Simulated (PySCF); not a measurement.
Write Cartesian coordinates for `O=CC(=O)c1ccco1` as optimised with GFN2-xTB.

```xyz
13
C6H4O3 angstrom
O      2.5939    0.7655   -0.2340
C      2.4318   -0.1969    0.4597
C      1.1030   -0.8717    0.7853
O      1.1059   -1.8497    1.5072
C     -0.0913   -0.2923    0.2028
C     -0.2870    0.7966   -0.6287
C     -1.6685    0.8694   -0.8600
C     -2.2203   -0.1720   -0.1598
O     -1.2893   -0.8685    0.4755
H      3.2700   -0.7185    0.9574
H      0.4738    1.4446   -1.0117
H     -2.1881    1.5884   -1.4587
H     -3.2384   -0.4943   -0.0528
```

Any rigid rotation of these coordinates is as good. Atoms count from 1 in this order. Of the pairs four or more bonds apart, O1···H11 is among the closest relative to their van der Waals radii: 2.36 Å, 87 % of the sum of Bondi's values. The 9 heavy atoms lie in one plane (0.001 Å rms). The 5-membered ring C5–C6–C7–C8–O9 has internal angles of 105.8° to 111.2°; it is planar, 0.00 Å rms from its mean plane, widest ring torsion 0°. The C–C distances run from 1.371 Å (C7–C8, aromatic) to 1.525 Å (C2–C3, drawn single), a spread of 0.154 Å.

Bonds between heavy atoms (Å): O1=C2 1.197, C2–C3 1.525, C3=O4 1.216, C3–C5 1.450, C5–C6 1.384, C6–C7 1.403, C7–C8 1.371, C8–O9 1.325, C5–O9 1.357.

Structure optimised with GFN2-xTB, isolated species.

Point group: Cs (tolerance 0.08 Å). No frequency check. One conformer, not necessarily the lowest (O1–C2–C3–O4 180°, C2–C3–C5–C6 0°).

The numbers are calculated, not measured.
